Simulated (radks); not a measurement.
Fractional charge and spin in the 6s shell of rhenium: the spin-up occupation runs from 0 to 1 and the spin-down occupation from 0 to 1; the fullest corner is Re, [Xe] 4f14 5d(up 2.5, down 2.5) 6s(up 1, down 1). Calculated with a radial shooting solver on a logarithmic mesh with Libxc functionals: scalar-relativistic Kohn-Sham, PBE, spin-polarised, spherical densities, finite nucleus; Fermi nuclear charge, rms radius of each element as measured or else 0.836 A^(1/3) + 0.57 fm. Energy (eV) above the fullest corner. The planes named below are the two flat planes that join the four corners, with an edge along up + down = one added electron.

| down \ up | 0 | 0.5 | 1 |
|---|---|---|---|
| 0 | 25.562 | 16.425 | 9.040 |
| 0.5 | 16.425 | 9.245 | 3.733 |
| 1 | 9.040 | 3.733 | 0.000 |

Corners above the fullest one (they belong to Re+ and the next ion): (up 1, down 0) 9.040 eV, (up 0, down 1) 9.040 eV, (up 0, down 0) 25.562 eV. With half an added electron in each spin the energy lies 0.205 eV from the planes, and with half an added electron in spin up alone -0.876 eV. The planes are only a guide here: the flat-plane condition holds for ground states with one frontier orbital, while this shell lies below other occupied shells, so the corners above the fullest one are inner-hole states and not the ground states of those ions.
